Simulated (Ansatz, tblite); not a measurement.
Cost and result up the ladder for B6P4Cl6, a halide-capped nanocrystal cut from zinc blende BP (6 Cl on the cations) (16 atoms). Charge 0, multiplicity 1. Geometry: PBE-D4/def2-SVP.

Cartesian coordinates in Å:
```
P 0.115 2.318 -0.035
P -1.831 -0.521 0.676
P 1.642 -0.602 1.292
P 0.457 -0.562 -2.058
B 1.301 1.302 1.122
B -0.141 -1.369 1.105
B -1.077 1.239 1.036
B -0.217 1.178 -1.560
B -1.279 -0.864 -1.177
B 1.605 -1.095 -0.592
Cl 2.218 2.270 2.279
Cl -0.196 -3.136 1.255
Cl -1.488 1.833 2.654
Cl -1.348 1.911 -2.713
Cl -2.521 -1.558 -2.215
Cl 2.759 -2.344 -1.068
```

Ansatz on 4 threads of Arm Neoverse V1 on a shared host; xTB runs through tblite on one thread. Times are rough, summed over both states, and most runs start from the orbitals of an earlier one. PBE0-D4/def2-SVP serves as the yardstick here, not as an exact answer. The other state is a triplet.

The xTB rows come from tblite. HOMO above LUMO, or a gap near zero within one spin, warns that the state may not be the lowest or that an electron is smeared out.

xTB has no spin-polarisation term.

| level | functions | wall time | vertical triplet (eV) | difference from PBE0-D4/def2-SVP (eV) | remarks |
| --- | --- | --- | --- | --- | --- |
| GFN1-xTB | 114 | 0.086 s | 1.73 | -0.28 | – |
| GFN2-xTB | 114 | 0.11 s | 1.45 | -0.55 | – |
| PBE-D4/def2-SVP | 264 | 44 s | 1.64 | -0.36 | gap within one spin near zero (triplet) |
| PBE0-D4/def2-SVP (with forces) | 264 | 2.1 min | 2.01 | 0.00 | – |
